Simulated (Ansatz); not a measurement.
Cost and result for the atomization energy of `C=C([SiH3])C[SiH3]` (15 atoms, 14 bonds).

Cartesian coordinates in Å:
```
C 1.224 -1.038 1.013
C 0.179 -0.673 0.269
Si -1.549 -0.951 0.928
C 0.344 -0.043 -1.083
Si 0.414 1.839 -0.965
H 1.101 -1.473 1.999
H 2.247 -0.918 0.662
H -2.289 -1.873 0.021
H -1.472 -1.544 2.288
H -2.317 0.323 0.984
H 1.274 -0.374 -1.558
H -0.474 -0.313 -1.759
H 1.629 2.237 -0.207
H -0.785 2.365 -0.263
H 0.474 2.437 -2.328
```

Total charge 0; spin multiplicity 1. All single points use the PBE0-D4/def2-TZVP geometry. It is one conformer, not always the lowest. Program: Ansatz. All runs use 4 threads of a server CPU on a shared host. Times are those of one run each, without the atoms' runs, and a repeat can differ threefold. Electronic energies, without spin–orbit coupling; frozen cores. CCSD(T)/CBS adds CCSD(T) − MP2 in def2-TZVPP to the MP2 limit, and its time is that of the two runs behind it. T1 = 0.011. HSE06 is the plane-wave form, built on full-range PBE exchange.

CCSD(T)/CBS is a level of theory with its own doubt, some kJ/mol a heavy atom from the limit and from the frozen cores, so smaller differences don't rank the functionals.

```json
{"level": "BLYP-D4/def2-TZVPP", "functions": "317", "wall time": "4 s", "atomization (kcal/mol)": "1270.9", "difference from CCSD(T)/CBS": "-8.6", "per bond": "-0.6"}
{"level": "revPBE-D4/def2-TZVPP", "functions": "317", "wall time": "4.1 s", "atomization (kcal/mol)": "1265.9", "difference from CCSD(T)/CBS": "-13.6", "per bond": "-1.0"}
{"level": "PBE-D4/def2-TZVPP (with forces)", "functions": "317", "wall time": "6 s", "atomization (kcal/mol)": "1286.8", "difference from CCSD(T)/CBS": "7.3", "per bond": "0.5"}
{"level": "PBE0-D4/def2-TZVPP", "functions": "317", "wall time": "7.5 s", "atomization (kcal/mol)": "1277.5", "difference from CCSD(T)/CBS": "-2.0", "per bond": "-0.1"}
{"level": "HSE06-D4/def2-TZVPP", "functions": "317", "wall time": "7.5 s", "atomization (kcal/mol)": "1278.1", "difference from CCSD(T)/CBS": "-1.4", "per bond": "-0.1"}
{"level": "CAM-B3LYP-D4/def2-TZVPP", "functions": "317", "wall time": "7.5 s", "atomization (kcal/mol)": "1284.4", "difference from CCSD(T)/CBS": "4.9", "per bond": "0.4"}
{"level": "r2SCAN-D4/def2-TZVPP (with forces)", "functions": "317", "wall time": "8.5 s", "atomization (kcal/mol)": "1279.9", "difference from CCSD(T)/CBS": "0.4", "per bond": "0.0"}
{"level": "r2SCANh-D4/def2-TZVPP", "functions": "317", "wall time": "8.5 s", "atomization (kcal/mol)": "1275.8", "difference from CCSD(T)/CBS": "-3.7", "per bond": "-0.3"}
{"level": "B2PLYP/def2-TZVPP", "functions": "317", "wall time": "10 s", "atomization (kcal/mol)": "1264.7", "difference from CCSD(T)/CBS": "-14.8", "per bond": "-1.1"}
{"level": "CCSD(T)/def2-SVP", "functions": "128", "wall time": "10 s", "atomization (kcal/mol)": "1217.7", "difference from CCSD(T)/CBS": "-61.8", "per bond": "-4.4"}
{"level": "MP2/def2-QZVPP", "functions": "611", "wall time": "37 s", "atomization (kcal/mol)": "1271.7", "difference from CCSD(T)/CBS": "-7.8", "per bond": "-0.6"}
{"level": "CCSD(T)/def2-TZVPP", "functions": "317", "wall time": "9.3 min", "atomization (kcal/mol)": "1250.7", "difference from CCSD(T)/CBS": "-28.8", "per bond": "-2.1"}
{"level": "CCSD(T)/CBS(def2)", "functions": "–", "wall time": "9.9 min", "atomization (kcal/mol)": "1279.5", "difference from CCSD(T)/CBS": "0.0", "per bond": "0.0"}
```

From PBE to PBE0 (25 % exact exchange), in def2-TZVPP and without D4, the atomization energy moves by −8.1 kcal/mol: exact exchange takes away binding that semilocal exchange gives to molecules. In def2-TZVPP, CCSD(T) changes the Hartree–Fock value by +276.9 kcal/mol (the triples alone add +14.5 kcal/mol) and MP2 by +280.9 kcal/mol; breaking electron pairs costs correlation energy, which Hartree–Fock lacks. At CCSD(T), def2-SVP lies −61.7 kcal/mol from the extrapolated value and def2-TZVPP −28.7 kcal/mol: correlation converges slowly with the basis, and small sets miss more of it in the bonded molecule than in its fragments.
